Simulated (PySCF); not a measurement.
C2H7BO3, SMILES OCB(O)CO. Geometry: B3LYP-D3(BJ)/def2-SVP. The structure was generated by enumeration, and PubChem lists no compound with its InChIKey, so it may never have been made. Other conformers were not sampled.

Computed equilibrium geometry at B3LYP-D3(BJ)/def2-SVP (PySCF confirms it by a frequency run) as bond lengths and angles (one conformer of several):
Atoms: O1 C2 B3 O4 C5 O6 H7 H8 H9 H10 H11 H12 H13. Bonds (Å): O1–C2 1.411, O1–H7 0.966, C2–B3 1.574, C2–H8 1.116, C2–H9 1.111, B3–O4 1.363, B3–C5 1.585, O4–H10 0.966, C5–O6 1.421, C5–H11 1.108, C5–H12 1.115, O6–H13 0.965. Angles (°): C2–O1–H7 107.3, O1–C2–B3 115.9, O1–C2–H8 110.6, O1–C2–H9 110.7, B3–C2–H8 107.9, B3–C2–H9 107.6, H8–C2–H9 103.5, C2–B3–O4 115.8, C2–B3–C5 122.2, O4–B3–C5 122.0, B3–O4–H10 115.5, B3–C5–O6 115.6, B3–C5–H11 107.7, B3–C5–H12 110.3, O6–C5–H11 106.2, O6–C5–H12 111.9, H11–C5–H12 104.3, C5–O6–H13 108.1.
Charge 0, spin multiplicity 1.
